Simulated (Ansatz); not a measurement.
```yaml
crystal:
  periodic: [false, false, false]
  atoms:
    - {symbol: N, position_ang: [-0.082570, 0.606116, -0.739712]}
    - {symbol: C, position_ang: [-0.252159, -0.395364, -0.190395]}
    - {symbol: D, position_ang: [0.169953, -0.430719, 0.893463]}
    - {symbol: Br, position_ang: [-1.825067, -1.450171, -0.412798]}
    - {symbol: H, position_ang: [0.846017, 1.145124, -0.561324]}
    - {symbol: H, position_ang: [0.822401, 0.207689, 1.265611]}
basis:
  gaussian: {orbitals: aug-cc-pVTZ}
hamiltonian: {xc: {name: r2SCAN50}, dispersion: d3bjatm}
output: {forces: true}
```

```sh
$ ansatz run in.yaml --threads 2 --pin off --events-out ev --progress --plain --max-ram 4352MiB
```

It prints (some lines left out):

```
Error: YAML parse error: error: line 6 column 16: `D` is not an element symbol (H … Og, case-exact)
 --> <input>:6:16
4 |     - {symbol: N, position_ang: [-0.082570, 0.606116, -0.739712]}
5 |     - {symbol: C, position_ang: [-0.252159, -0.395364, -0.190395]}
6 |     - {symbol: D, position_ang: [0.169953, -0.430719, 0.893463]}
7 |     - {symbol: Br, position_ang: [-1.825067, -1.450171, -0.412798]}
8 |     - {symbol: H, position_ang: [0.846017, 1.145124, -0.561324]}
```

In this input an element symbol is wrong. The input was rejected before any iteration.
